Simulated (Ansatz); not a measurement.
GaH$_{5}$O$_{2}$Si (`O[SiH2][GaH][OH]`). Total charge 0; spin multiplicity 1.

```xyz
9

O    -1.006   -0.951   -1.267
Si    0.391   -1.259   -0.443
Ga    0.628    0.737    0.876
O    -0.860    1.597    0.298
H    -1.392   -0.093   -1.054
H     1.521   -1.483   -1.386
H     0.257   -2.497    0.374
H     1.504    1.486    1.938
H    -1.044    2.464    0.664
```

(1) List the harmonic frequencies (cm⁻¹, unscaled) at PBE0-D4/def2-TZVP in Ansatz. (An estimate is asked.)

(2) Is this a minimum?

(3) Give the ideal-gas thermochemistry at 298.15 K and 1 bar (rigid rotor, harmonic oscillator; point group Cs, symmetry number 1).

(4) And at 400, 500, 600, 800 and 1000 K?

Answers

(1) The calculation gave: 62, 101, 224, 317, 346, 419, 463, 512, 582, 653, 731, 777, 825, 881, 964, 1011, 1965, 2200, 2204, 3808, 3909.

(2) Yes, all 21 modes are real.

(3) Zero-point energy 137.3 kJ/mol; H(298) − E = 158.5 kJ/mol; entropy 351.6 J/(mol·K), of which translation 170.0, rotation 112.8, vibration 68.8; G(298) − E = 53.6 kJ/mol. Modes under 100 cm⁻¹ are hindered rotations or soft bends, so the harmonic entropy is rough.

(4) 
| T (K) | H − E (kJ/mol) | S (J/mol/K) | G − E (kJ/mol) |
| --- | --- | --- | --- |
| 400 | 170.6 | 386.6 | 16.0 |
| 500 | 184.1 | 416.6 | -24.2 |
| 600 | 198.6 | 443.0 | -67.2 |
| 800 | 229.9 | 488.0 | -160.5 |
| 1000 | 263.5 | 525.4 | -261.9 |
